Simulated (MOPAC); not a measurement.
Molecule: 2-methyl-1-silylprop-2-en-1-one, C4H8OSi, charge 0, multiplicity 1. SMILES: O=C(C(=C)C)[SiH3]

Atoms: C1, C2, C3, C4, O5, Si6, H7, H8, H9, H10, H11, H12, H13, H14. Bonds: C1-C2, C1-H7, C1-H8, C2-C3, C2-C4, C3-H9, C3-H10, C3-H11, C4-O5, C4-Si6, Si6-H12, Si6-H13, Si6-H14.

Bond lengths (Å) and angles (degrees) optimised at AM1 with MOPAC; PM6 with MOPAC; PM7 with MOPAC; MNDO with MOPAC, each started from the B3LYP-D3(BJ)/def2-TZVP structure (Ansatz) of the last column. A row stands for all coordinates that are equal there; 11 of 29 kinds are shown. At AM1 the structure is a saddle point. No wavenumbers were computed at MNDO, so these may be saddle points.

```json
[
 {"coordinate": "C1-C2", "AM1": "1.340", "PM6": "1.333", "PM7": "1.333", "MNDO": "1.347", "B3LYP-D3(BJ)/def2-TZVP": "1.333"},
 {"coordinate": "C1-H7", "AM1": "1.100", "PM6": "1.080", "PM7": "1.079", "MNDO": "1.090", "B3LYP-D3(BJ)/def2-TZVP": "1.082"},
 {"coordinate": "C1-H8", "AM1": "1.098", "PM6": "1.081", "PM7": "1.080", "MNDO": "1.089", "B3LYP-D3(BJ)/def2-TZVP": "1.083"},
 {"coordinate": "C2-C3", "AM1": "1.482", "PM6": "1.492", "PM7": "1.489", "MNDO": "1.506", "B3LYP-D3(BJ)/def2-TZVP": "1.502"},
 {"coordinate": "C2-C4", "AM1": "1.477", "PM6": "1.521", "PM7": "1.500", "MNDO": "1.515", "B3LYP-D3(BJ)/def2-TZVP": "1.504"},
 {"coordinate": "C3-H9", "AM1": "1.120", "PM6": "1.098 to 1.103", "PM7": "1.099 to 1.103", "MNDO": "1.110", "B3LYP-D3(BJ)/def2-TZVP": "1.093"},
 {"coordinate": "C3-H10", "AM1": "1.118", "PM6": "1.098", "PM7": "1.100", "MNDO": "1.110", "B3LYP-D3(BJ)/def2-TZVP": "1.089"},
 {"coordinate": "C4-O5", "AM1": "1.237", "PM6": "1.211", "PM7": "1.208", "MNDO": "1.229", "B3LYP-D3(BJ)/def2-TZVP": "1.217"},
 {"coordinate": "C1-C2-C3", "AM1": "122.4", "PM6": "124.6", "PM7": "123.9", "MNDO": "122.6", "B3LYP-D3(BJ)/def2-TZVP": "123.6"},
 {"coordinate": "C1-C2-C4", "AM1": "121.1", "PM6": "121.4", "PM7": "122.1", "MNDO": "120.9", "B3LYP-D3(BJ)/def2-TZVP": "118.5"},
 {"coordinate": "C3-C2-C4", "AM1": "116.5", "PM6": "114.0", "PM7": "114.0", "MNDO": "116.4", "B3LYP-D3(BJ)/def2-TZVP": "118.0"}
]
```

A range marks coordinates that this level makes unequal.

Mean signed difference of all 13 bond lengths from B3LYP-D3(BJ)/def2-TZVP: AM1 -0.006 Å, PM6 0.003 Å, PM7 -0.012 Å, MNDO -0.025 Å.
